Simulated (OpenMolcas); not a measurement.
Multiconfigurational calculation on Ni VI

Input:

```
&GATEWAY
Coord
1

Ni 0.0 0.0 0.0
Basis=ANO-RCC-VQZP
Group=XYZ
NoMove
AngMom=0.0 0.0 0.0
AMFI
&SEWARD
* reference wave functions (RASSCF and RASSI steps not shown): 5 electrons in 10 orbitals (3d 4d)
>>> COPY JOB001 $Project.JobIph
&CASPT2
Multistate=1 1
Frozen=2 3
IPEA=0.25
Imaginary=0.1
MaxIter=60
WThr=0.0 0.3 0.05
PrWF=0.5
NoMix
>>> COPY JOB002 $Project.JobIph
&CASPT2
Multistate=24 1 2 3 4 5 6 7 8 9 10 11 12 13 14 15 16 17 18 19 20 21 22
23 24
Frozen=2 3
IPEA=0.25
Imaginary=0.1
MaxIter=60
WThr=0.0 0.3 0.05
PrWF=0.5
NoMix
>>> COPY JOB003 $Project.JobIph
&CASPT2
Multistate=53 1 2 3 4 5 6 7 8 9 10 11 12 13 14 15 16 17 18 19 20 21 22
23 24 25 26 27 28 29 30 31 32 33 34 35 36 37 38 39 40 41 42 43 44 45 46
47 48 49 50 51 52 53
Frozen=2 3
IPEA=0.25
Imaginary=0.1
MaxIter=60
WThr=0.0 0.3 0.05
PrWF=0.5
NoMix
```

Launched by
```bash
OMP_NUM_THREADS=1 MOLCAS_MEM=1689 MOLCAS_PROJECT=a pymolcas a.inp > a.log  # once for each step of the input, in one work folder
```

Output, cut to the results:

```
--- CASPT2 ---
Orbital specifications:
      -----------------------

      Symmetry species                           1   2
                                                ag  au
      Frozen orbitals                            2   3
      Inactive orbitals                          1   3
      Active orbitals                           10   0
      Secondary orbitals                        32  44
      Deleted orbitals                           0   0
      Number of basis functions                 45  50
Type of calculation                        SS-CASPT2
      Fock operator                              state-specific
      IPEA shift                                 0.25
      Real shift                                 0.00
      Imaginary shift                            0.10
      The input orbitals will be transformed to quasi-canonical
Reference energy:       -1512.3789034817
      E2 (Non-variational):      -0.4308195348
      Shift correction:          -0.0000297011
      E2 (Variational):          -0.4308492359
      Total energy:           -1512.8097527176
      Residual norm:              0.0000004043
      Reference weight:           0.96912
      Contributions to the CASPT2 correlation energy
      Active & Virtual Only:         -0.0478829621
      One Inactive Excited:          -0.2480783949
      Two Inactive Excited:          -0.1348581778
::    CASPT2 Root  1     Total energy:  -1512.80975272
--- CASPT2 ---
Orbital specifications:
      -----------------------

      Symmetry species                           1   2
                                                ag  au
      Frozen orbitals                            2   3
      Inactive orbitals                          1   3
      Active orbitals                           10   0
      Secondary orbitals                        32  44
      Deleted orbitals                           0   0
      Number of basis functions                 45  50
Type of calculation                        MS-CASPT2
      Fock operator                              state-specific
      IPEA shift                                 0.25
      Real shift                                 0.00
      Imaginary shift                            0.10
      The input orbitals will be transformed to quasi-canonical
Reference energy:       -1512.1677180297
      E2 (Non-variational):      -0.4446624287
      Shift correction:          -0.0000311050
      E2 (Variational):          -0.4446935336
      Total energy:           -1512.6124115634
      Residual norm:              0.0000004474
      Reference weight:           0.96799
      Contributions to the CASPT2 correlation energy
      Active & Virtual Only:         -0.0539873041
      One Inactive Excited:          -0.2572959369
      Two Inactive Excited:          -0.1333791877
Reference energy:       -1512.1677180297
      E2 (Non-variational):      -0.4446526384
      Shift correction:          -0.0000311396
      E2 (Variational):          -0.4446837781
      Total energy:           -1512.6124018078
      Residual norm:              0.0000004679
      Reference weight:           0.96799
      Contributions to the CASPT2 correlation energy
      Active & Virtual Only:         -0.0540068262
      One Inactive Excited:          -0.2573078647
      Two Inactive Excited:          -0.1333379475
::    CASPT2 Root  1     Total energy:  -1512.61241156
::    CASPT2 Root  2     Total energy:  -1512.61240181
::    CASPT2 Root  3     Total energy:  -1512.61252423
::    CASPT2 Root  4     Total energy:  -1512.61252129
::    CASPT2 Root  5     Total energy:  -1512.61244466
::    CASPT2 Root  6     Total energy:  -1512.61241422
::    CASPT2 Root  7     Total energy:  -1512.61246076
::    CASPT2 Root  8     Total energy:  -1512.61250500
::    CASPT2 Root  9     Total energy:  -1512.61246994
::    CASPT2 Root 10     Total energy:  -1512.59051906
::    CASPT2 Root 11     Total energy:  -1512.59050887
::    CASPT2 Root 12     Total energy:  -1512.59052018
::    CASPT2 Root 13     Total energy:  -1512.57356520
::    CASPT2 Root 14     Total energy:  -1512.57344175
::    CASPT2 Root 15     Total energy:  -1512.57350012
::    CASPT2 Root 16     Total energy:  -1512.57353696
::    CASPT2 Root 17     Total energy:  -1512.57350878
::    CASPT2 Root 18     Total energy:  -1512.48710641
::    CASPT2 Root 19     Total energy:  -1512.48727956
::    CASPT2 Root 20     Total energy:  -1512.48707690
::    CASPT2 Root 21     Total energy:  -1512.48752263
::    CASPT2 Root 22     Total energy:  -1512.48727847
::    CASPT2 Root 23     Total energy:  -1512.48713200
::    CASPT2 Root 24     Total energy:  -1512.48737345
::    MS-CASPT2 Root  1     Total energy:  -1512.61285653
::    MS-CASPT2 Root  2     Total energy:  -1512.61271020
::    MS-CASPT2 Root  3     Total energy:  -1512.61256835
::    MS-CASPT2 Root  4     Total energy:  -1512.61250914
::    MS-CASPT2 Root  5     Total energy:  -1512.61244838
::    MS-CASPT2 Root  6     Total energy:  -1512.61238685
--- CASPT2 ---
Orbital specifications:
      -----------------------

      Symmetry species                           1   2
                                                ag  au
      Frozen orbitals                            2   3
      Inactive orbitals                          1   3
      Active orbitals                           10   0
      Secondary orbitals                        32  44
      Deleted orbitals                           0   0
      Number of basis functions                 45  50
Type of calculation                        MS-CASPT2
      Fock operator                              state-specific
      IPEA shift                                 0.25
      Real shift                                 0.00
      Imaginary shift                            0.10
      The input orbitals will be transformed to quasi-canonical
Reference energy:       -1512.0777673905
      E2 (Non-variational):      -0.4443659145
      Shift correction:          -0.0000291425
...
```

Levels above the lowest, from the spin-orbit matrix with the single-state CASPT2 energies, averaged by term, on its diagonal:

| Configuration | Term | J | E (cm-1) | Measured (cm-1) | g | Term weight % | Second |
| --- | --- | --- | --- | --- | --- | --- | --- |
| 3d5 | 6S | 5/2 | 0.0 | 0.0 | 2.002 | 100 |  |
| 3d5 | 4G | 5/2 | 43170 |  | 0.573 | 99 |  |
| 3d5 | 4G | 7/2 | 43270 |  | 0.985 | 100 |  |
| 3d5 | 4G | 11/2 | 43340 | 41921 | 1.273 | 100 |  |
| 3d5 | 4G | 9/2 | 43340 |  | 1.172 | 100 |  |
| 3d5 | 4P | 5/2 | 47620 | 45884 | 1.576 | 89 | 10 4D |
| 3d5 | 4P | 3/2 | 47800 | 46104 | 1.690 | 92 | 8 4D |
| 3d5 | 4P | 1/2 | 48020 | 46325 | 2.591 | 97 | 3 4D |
| 3d5 | 4D | 7/2 | 51830 | 50331 | 1.428 | 99 |  |
| 3d5 | 4D | 1/2 | 52020 |  | 0.076 | 97 | 3 4P |
| 3d5 | 4D | 3/2 | 52230 |  | 1.242 | 92 | 8 4P |
| 3d5 | 4D | 5/2 | 52300 |  | 1.393 | 90 | 10 4P |
| 3d5 | 2I | 11/2 | 63080 | 61196 | 0.925 | 99 |  |
| 3d5 | 2I | 13/2 | 63300 | 61280 | 1.077 | 100 |  |
| 3d5 | 2D | 5/2 | 66530 | 64152 | 1.099 | 68 | 29 2F(1) |
| 3d5 | 2D | 3/2 | 67530 | 65174 | 0.763 | 90 | 9 4F |
| 3d5 | 2F(1) | 7/2 | 69750 | 67085 | 1.144 | 94 | 4 4F |
| 3d5 | 4F | 5/2 | 70650 |  | 0.994 | 74 | 23 2F(1) |
| 3d5 | 4F | 9/2 | 70700 |  | 1.325 | 96 | 4 2G |
| 3d5 | 4F | 7/2 | 70820 |  | 1.232 | 93 | 5 2F(1) |
| 3d5 | 4F | 3/2 | 71170 |  | 0.438 | 90 | 9 2D |
| 3d5 | 2F(1) | 5/2 | 71590 |  | 0.995 | 47 | 28 2D |
| 3d5 | 2H | 9/2 | 75350 | 72909 | 0.972 | 71 | 27 2G |
| 3d5 | 2H | 11/2 | 76320 | 73757 | 1.089 | 98 |  |

Against the 12 measured excited levels shown (Corliss and Sugar, J. Phys. Chem. Ref. Data 10, 197 (1981)) the mean absolute deviation is 2000 cm-1; the largest miss in energy is 3d5 2F 7/2(1): computed 69750, measured 67085 cm-1 (+4.0 %).

Term energies are means over components that CASPT2 splits; among the terms shown or strongly mixed into the levels shown the widest spread is 150 cm-1 (3d5 2I). Active for correlation alone: 4d; no level in the range computed is led by a configuration that fills it, so any true level of that kind is missing. Measured partners are found by configuration, term and J. A level has none where our copy of the source lacks it or the pairing is in doubt (some pairs that miss far off the trend of their configuration count as doubtful), and it then counts in no deviation. Only configurations of the active space appear. The first state left out of the spin-orbit step lies near 110000 cm-1 above the lowest spin-free state of the reference (among the parities and spins computed), and the list stops at four fifths of that energy or lower. The table shows the lowest 24 of 28 levels.

The CASPT2 steps took 26 min on 1 thread of Arm Neoverse V2 (shared host); the integral step is not counted.

The term weight is that of the spin-free term in the level, not the purity of its configuration. A number in round brackets counts repeated terms of one configuration in the order of the reference energies.
